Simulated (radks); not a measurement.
Trend from Zr+ to Cd+: ionisation energy by Delta-SCF between NIST ground configurations, and size. Method: scalar-relativistic Kohn-Sham, r2SCAN, spin-polarised, spherical densities, finite nucleus; open shells are filled with parallel spins first (spin-orbit coupling, left out, can overturn this in heavy ions); meta-GGA in the generalised Kohn-Sham scheme; Fermi nuclear charge, rms radius of each element as measured or else 0.836 A^(1/3) + 0.57 fm; computed with a radial shooting solver on a logarithmic mesh with Libxc functionals.

species	configuration	IE (eV)	NIST (eV)	kind
Zr+	[Kr] 4d2 5s1	13.339	13.130	exp.
Nb+	[Kr] 4d4	14.953	14.320	semi-emp.
Mo+	[Kr] 4d5	16.710	16.2	semi-emp.
Tc+	[Kr] 4d5 5s1	15.516	15.260	semi-emp.
Ru+	[Kr] 4d7	16.200	16.8	semi-emp.
Rh+	[Kr] 4d8	18.239	18.080	semi-emp.
Pd+	[Kr] 4d9	20.181	19.4	semi-emp.
Ag+	[Kr] 4d10	22.060	21.484	exp.
Cd+	[Kr] 4d10 5s1	17.115	16.908	exp.

Reference values: NIST Atomic Spectra Database (exp. = measured, semi-emp. = semi-empirical, theory = theoretical value adopted there). Open shells are spherical and high-spin; term and fine-structure splittings are not resolved.
